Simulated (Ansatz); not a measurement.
```xyz
8

O    -0.3063    1.2013    1.9178
C    -0.0375    0.5334    0.9537
B     0.1397   -0.8555    0.3261
C    -0.4775    0.4752   -0.4319
O     0.6189   -0.2997   -1.0491
H    -0.1070   -2.0089    0.4045
H    -1.2727    0.7513   -1.1094
H     1.4424    0.2029   -1.0116
```

The species carries charge 0 and has multiplicity 1. The bonds changed during the relaxation, so this is another structure than the one it started from.

Task: List the CAM-B3LYP/def2-TZVPP orbital energies in eV (Ansatz). (Best estimate.)

Result: The calculation gave: Occupied: -526.06, -521.89, -281.02, -280.95, -186.75, -33.68, -30.30, -23.98, -19.36, -18.48, -15.86, -14.57, -14.00, -13.70, -12.56, -12.25, -8.92, -8.02. Lowest empty: -0.04, 1.23, 1.65, 2.20, 2.66, 3.01, 4.04, 4.39.
